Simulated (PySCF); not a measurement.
PBE on Al- (aluminium, charge -1), [Ne] 3s2 3p2, high-spin 3P determinant. All numbers are calculated (PySCF 2.14, no relativity, point nucleus, in aug-cc-pV(T+d)Z with one added diffuse shell each of s, p, d, f type (7s6p5d3f, 71 functions)).

```
cycle= 1 E= -242.248640740821  delta_E= -0.00305  |g|= 0.0462  |ddm|= 0.733
cycle= 2 E= -242.2359857362  delta_E= 0.0127  |g|= 0.0842  |ddm|= 0.868
cycle= 3 E= -242.252201570356  delta_E= -0.0162  |g|= 0.00959  |ddm|= 0.51
cycle= 4 E= -242.238182488065  delta_E= 0.014  |g|= 0.0594  |ddm|= 0.709
cycle= 5 E= -242.251387716432  delta_E= -0.0132  |g|= 0.0182  |ddm|= 0.382
cycle= 6 E= -242.252589973587  delta_E= -0.0012  |g|= 0.00691  |ddm|= 0.111
cycle= 7 E= -242.252777037878  delta_E= -0.000187  |g|= 0.0021  |ddm|= 0.102
cycle= 8 E= -242.252796278591  delta_E= -1.92e-05  |g|= 0.000146  |ddm|= 0.0215
cycle= 9 E= -242.252796363543  delta_E= -8.5e-08  |g|= 3.58e-05  |ddm|= 0.00124
cycle= 10 E= -242.252796369649  delta_E= -6.11e-09  |g|= 1.36e-06  |ddm|= 0.000661
cycle= 11 E= -242.252796369653  delta_E= -4.01e-12  |g|= 3.93e-07  |ddm|= 9.37e-06
converged SCF energy = -242.252796369653  <S^2> = 2.0036434  2S+1 = 3.0024279
```

Highest occupied orbital energy: 0.936 eV; ⟨L²⟩ = 2.02; populations by l: s 6.00, p 8.00, d 0.00, f 0.00.

(1) Can this result be used?

## Answers

(1) With care. Self-consistency was reached. At PBE the highest occupied level has a positive energy, so only the finite basis holds that electron; in a semilocal or global hybrid functional this comes from self-interaction and does not mean that the real anion is unbound.
